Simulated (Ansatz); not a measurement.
Ge₂Te₃, relaxed as a singlet with RKS B3LYP-D4/def2-SVP in Ansatz, starting from the GFN2-xTB geometry. Force threshold 0.02 eV/Å.

In the def2 sets Te takes a core potential; there is no spin–orbit coupling. The structure comes from a short search, and lower isomers may exist.

Start:

```xyz
5

Ge   -0.819    1.002   -0.875
Ge    1.097   -0.523    0.984
Te   -1.561   -1.027    0.763
Te    0.102   -1.509   -1.341
Te    1.182    2.057    0.469
```

```
step   energy (eV)  largest force component (eV/Å)  SCF passes
   1  -134915.6002                           1.456          17
   2  -134915.7804                           0.849          27
   3  -134915.8507                           0.507          22
   4  -134915.8850                           0.056          23
   5  -134915.8854                           0.015          23
```

Force components are those of the run's own axes.

End:

Cartesian coordinates in Å:
```
Ge -0.883 1.121 -0.952
Ge 1.213 -0.547 1.083
Te -1.605 -1.069 0.776
Te 0.094 -1.557 -1.373
Te 1.181 2.053 0.467
```

By distances, no bond broke or formed. The bond that changes most is Ge1–Te3, from 2.71 to 2.88 Å (atoms count from 1).

No frequencies were taken in this run, so the end may be a saddle point.

Hardware: 4 threads of Arm Neoverse V1 on a shared host. Wall time 24 s.
